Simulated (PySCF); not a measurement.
Spectroscopy problems

PySCF 2.14.0 with density-fitted response routines calculation with geometry: GFN2-xTB, J: B3LYP/pcJ-1 (spin–dipole term left out of most H,H and C,H couplings) and PBE0/pcSseg-1 with gauge-including orbitals; single conformer, in vacuum, non-relativistic, averaged over atoms made equivalent by symmetry, fast rotation or ring inversion.

δ = σ(ref) − σ, references computed at the same level: 1H and 13C vs TMS. Multiplet labels drop J under 1 Hz and among equivalent protons, and merge close values. Unscaled 3J(H,H) run several per cent high. Where no couplings were computed, multiplicities follow the n + 1 count of equivalent neighbours, and m marks all less simple cases (inequivalent or close neighbours, rings, F or P nearby). Vicinal couplings that depend on rotamer populations or ring flexing (ring, CH–CH, X–H and H–F types) are those of the one conformer. Shifts are as computed. Against solution values, carbons near 30 ppm lie about +3 ppm off and those near 130 ppm about +5 ppm. Of 1211 compounds with measured shifts, 218 miss one by over three times the rms of a fit or turn the order of signals round; such compounds aren't used in these exercises. OH and NH positions are gas-phase values without hydrogen bonding to other molecules.

Question: C8H9N. 1H NMR (300 MHz, computed): δ 7.63 (d, 1H), 7.39 (m, 1H), 7.02 (m, 1H), 6.94 (m, 1H), 6.73 (d, 1H), 5.92 (m, 1H), 5.53 (m, 1H), 3.52 (br s, 2H). 13C{1H} NMR (computed): δ 149.1, 140.4, 135.2, 133.0, 126.9, 122.7, 121.0, 118.1. Give a structure.

Answer: `C(=C)c1ccccc1N`. Rings plus π bonds: 5 (1 ring in the answer). 8 carbon signals for 8 carbons: no two carbons are equivalent. Carbon types of the structure: 2 × C, 5 × CH, 1 × CH2, leaving 2 H on heteroatoms. δC 149.1: aromatic carbon bearing nitrogen; the electronegative substituent deshields the carbon that carries it. δC 140.4: alkene CH; the olefinic region. δC 135.2, 133.0, 122.7, 118.1: aromatic CH. δC 121.0: terminal =CH2 carbon; the olefinic region.

The shifts were computed for this structure.

Question: C5H10. 1H NMR (300 MHz, computed): δ 5.95 (ddd, J = 17.4, 11.2, 10.0 Hz, 1H), 5.37 (d, J = 17.4 Hz, 1H), 5.13 (d, J = 11.2 Hz, 1H), 2.13 (d of sept, J = 10.0, 6.9 Hz, 1H), 1.05 (d, J = 6.9 Hz, 6H). 13C{1H} NMR (computed): δ 155.8, 118.4, 40.3, 25.4. Give a structure.

Answer: `C=CC(C)C`. Rings plus π bonds: 1 (no ring in the answer). 4 carbon signals for 5 carbons: some carbons are equivalent by symmetry or fast rotation. Carbon types of the structure: 2 × CH, 1 × CH2, 2 × CH3, which accounts for all hydrogens. δC 155.8: alkene CH; the olefinic region. δC 118.4: terminal =CH2 carbon; an sp2 carbon of a C=C bond. δH 5.95: hydrogen on an alkene CH; olefinic region. δH 5.37, 5.13: hydrogen on a terminal =CH2 carbon; olefinic region. The protons at 5.37 and 5.95 share a coupling of 17.4 Hz (vicinal, trans across C=C). The protons at 5.13 and 5.95 share a coupling of 11.2 Hz (vicinal, cis across C=C). The protons at 2.13 and 1.05 share a coupling of 6.9 Hz (vicinal).

The shifts were computed for this structure.
